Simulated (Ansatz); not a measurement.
Geometry optimisation, RKS B3LYP-D4/def2-SVP in Ansatz 0.2.0.

Input file:

```yaml
crystal:
  periodic: [false, false, false]
  atoms:
    - { symbol: B, position_ang: [-0.147428, 0.206146, -0.603815] }
    - { symbol: O, position_ang: [1.247216, 0.334706, -0.911772] }
    - { symbol: O, position_ang: [-0.329562, -0.375369, 0.732642] }
    - { symbol: C, position_ang: [0.747234, -0.730944, 1.819406] }
    - { symbol: H, position_ang: [1.618224, -0.364295, 1.269153] }
    - { symbol: C, position_ang: [-1.330727, 0.677329, -1.493012] }
    - { symbol: H, position_ang: [1.793879, -0.217279, -0.34714] }
    - { symbol: H, position_ang: [0.73769, -1.814329, 1.977496] }
    - { symbol: H, position_ang: [0.520467, -0.148593, 2.717628] }
    - { symbol: H, position_ang: [-1.260652, 0.254659, -2.508372] }
    - { symbol: H, position_ang: [-2.299365, 0.402982, -1.051728] }
    - { symbol: H, position_ang: [-1.296975, 1.774988, -1.600386] }
basis:
  gaussian: { orbitals: def2-SVP }
hamiltonian:
  xc: b3lyp
  dispersion: d4
relax:
  f_tol: 0.03
  max_steps: 50
```

Command:

```bash
$ ansatz run input.yaml --threads 2 --pin off --max-ram 3072MiB --backend cpu --events-out ev --progress --plain --runs-dir out
```

Question: Where does it end, and by what steps?

Answer: The run converged. The force dipped under the threshold on the way, but the program's further checks kept it going. After 15 steps the energy has fallen by 1.020 eV; H5 moved furthest, 0.66 Å.

| step | energy less start (eV) | largest force component (eV/Å) | accepted |
| --- | --- | --- | --- |
| 0 | 0.0000 | 3.695 | yes |
| 1 | -0.7582 | 1.847 | yes |
| 2 | -0.9382 | 0.719 | yes |
| 3 | -0.7049 | 1.415 | no |
| 4 | -0.9992 | 0.174 | yes |
| 5 | -1.0057 | 0.214 | yes |
| 6 | -1.0115 | 0.074 | yes |
| 7 | -1.0008 | 0.591 | no |
| 8 | -1.0138 | 0.029 | yes |
| 9 | -1.0157 | 0.140 | yes |
| 10 | -1.0162 | 0.168 | yes |
| 11 | -1.0154 | 0.241 | no |
| 12 | -1.0180 | 0.047 | yes |
| 13 | -1.0190 | 0.012 | yes |
| 14 | -1.0195 | 0.089 | yes |
| 15 | -1.0199 | 0.022 | yes |

```xyz
12
Properties=species:S:1:pos:R:3
B -0.098 0.126 -0.514
O 1.132 -0.063 -1.086
O -0.333 -0.118 0.815
C 0.664 -0.572 1.699
H 1.537 0.108 1.731
C -1.280 0.660 -1.406
H 1.815 -0.373 -0.480
H 1.019 -1.586 1.438
H 0.239 -0.615 2.713
H -1.298 0.163 -2.389
H -2.258 0.533 -0.918
H -1.139 1.737 -1.603
```

Time of the run: 45 s on 2 threads of Intel(R) Xeon(R) Platinum 8488C (Sapphire Rapids) (shared host), peak memory 0.24 GiB.
